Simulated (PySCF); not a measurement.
## Dipole response of Te (tellurium, neutral)

[Kr] 4d10 5s2 5p4, high-spin 3P determinant. Calculation: PySCF 2.14, in aug-cc-pV5Z-PP with ECP28MDF (8s8p6d4f3g2h, 139 functions); scalar relativity through the core potential. Coupled (time-dependent) response in atomic units; α is the mean over directions.

| method | mean α (bohr³) | α xx, yy, zz | C₆ (like pair) | S(−4) |
| --- | --- | --- | --- | --- |
| PBE0 | 39.64 | 37.10, 44.72, 37.10 | 433.1 | 388.4 |
| TPSS | 40.56 | 37.79, 46.09, 37.79 | 448.4 | 412.8 |

S(−4) is the Cauchy moment in α(ω) = α(0) + S(−4) ω² + …

Reference α: 38 ± 4 bohr³ (recommended; Schwerdtfeger and Nagle, table of static dipole polarizabilities (2023 update)). Published C₆: 445.0 (Chu and Dalgarno (2004); Tang, Norbeck and Certain (1976)).

Spin-orbit coupling is absent.

α(iu) at PBE0:

```tsv
u (hartree)	α(iu) (bohr³)
0	39.64
0.0500	38.70
0.100	36.22
0.200	29.35
0.300	22.91
0.500	14.20
0.750	8.647
1.00	5.842
1.50	3.288
2.00	2.181
3.00	1.215
5.00	0.5533
```

The components differ because the open shell of this determinant is not spherical; for a pure term their mean is the scalar polarisability.

Energies and moments cover only the electrons outside the core potential.
